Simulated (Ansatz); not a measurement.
Consider the atomization: `S[SiH2][TeH]` → 4 H• + S• + Si• + Te•.

Isolated molecules relaxed with PBE0-D4/def2-TZVP in Ansatz; ΔE leaves out vibrations. CBS: MP2 limit from def2 TZ/QZ plus the TZ coupled-cluster correction, frozen cores. This one scheme is used for every species, atoms too. Functionals use def2-TZVPP. B3LYP here is the variant with VWN-RPA as its local correlation; programs differ in this. HSE06 is defined as in plane-wave codes. Open shells (•) are unrestricted, without spin–orbit coupling. Spin–orbit coupling would lower the free atoms: a little for S, Si; strongly for Te. def2 core potentials past Kr. For Te outer-core shells are correlated without core-valence functions, so the limit isn't a true one: a few kJ/mol of doubt a bond, and 10 to 20 or more in all where bonds break to atoms. One conformer a species, not always the lowest.

| level | ΔE (kcal/mol) | difference from CCSD(T)/CBS |
| --- | --- | --- |
| LDA (SPW92) | 511.5 | 56.3 |
| BLYP-D4 | 445.4 | -9.8 |
| B97M-V | 455.0 | -0.2 |
| PBE0-D4 | 447.1 | -8.1 |
| B3LYP-D4 | 448.8 | -6.4 |
| r2SCANh-D4 | 448.9 | -6.3 |
| r2SCAN0-D4 | 445.7 | -9.5 |
| HSE06-D4 | 447.2 | -8.0 |
| BHLYP-D4 | 440.4 | -14.8 |
| CAM-B3LYP-D4 | 447.1 | -8.1 |
| ωB97X-V | 455.4 | 0.2 |
| ωB97M-V | 450.5 | -4.7 |
| PBE-QIDH | 444.1 | -11.1 |
| PBE | 446.9 | -8.3 |
| revPBE | 431.8 | -23.4 |
| BLYP | 435.6 | -19.6 |
| r2SCAN | 450.1 | -5.1 |
| PBE0 | 443.2 | -12.0 |
| B3LYP | 441.2 | -14.0 |
| r2SCANh | 447.7 | -7.5 |
| r2SCAN0 | 444.5 | -10.7 |
| HSE06 | 443.5 | -11.7 |
| BHLYP | 433.5 | -21.7 |
| CAM-B3LYP | 443.0 | -12.2 |
| LC-ωPBE | 437.6 | -17.6 |
| HF/def2-SVP | 310.3 | -144.9 |
| MP2/def2-SVP | 404.5 | -50.7 |
| CCSD/def2-SVP | 403.1 | -52.1 |
| CCSD(T)/def2-SVP | 408.2 | -47.0 |
| HF/def2-TZVPP | 317.9 | -137.3 |
| MP2/def2-TZVPP | 436.5 | -18.7 |
| SCS-MP2/def2-TZVPP | 438.6 | -16.6 |
| CCSD/def2-TZVPP | 429.9 | -25.3 |
| CCSD(T)/def2-TZVPP | 437.4 | -17.8 |
| HF/def2-QZVPP | 318.6 | -136.6 |
| MP2/def2-QZVPP | 447.0 | -8.2 |
| SCS-MP2/def2-QZVPP | 450.1 | -5.1 |
| HF/CBS(def2) | 318.7 | -136.5 |
| MP2/CBS(def2) | 454.3 | -0.9 |
| CCSD/CBS(def2) | 447.8 | -7.4 |
| CCSD(T)/CBS | 455.2 | 0 |

Largest T1 diagnostic among the species: 0.012.

From PBE to PBE0 (25 % exact exchange), in def2-TZVPP and without D4, ΔE moves by −3.7 kcal/mol: exact exchange takes away binding that semilocal exchange gives to molecules. Leaving LDA and LC-ωPBE aside and taking each functional with its dispersion term where it has one, the values spread over 15.0 kcal/mol, from BHLYP-D4 to ωB97X-V. LDA lies +64.6 kcal/mol from PBE without D4, its usual overbinding. In def2-TZVPP, CCSD(T) changes the Hartree–Fock value by +119.5 kcal/mol (the triples alone add +7.5 kcal/mol) and MP2 by +118.6 kcal/mol; breaking electron pairs costs correlation energy, which Hartree–Fock lacks.

For atomizations the MP2-based limit and the directly extrapolated one differ by several kJ/mol either way, and by 10 to 25 for some Ge, Se and Sn compounds, so smaller differences from it don't rank the levels.
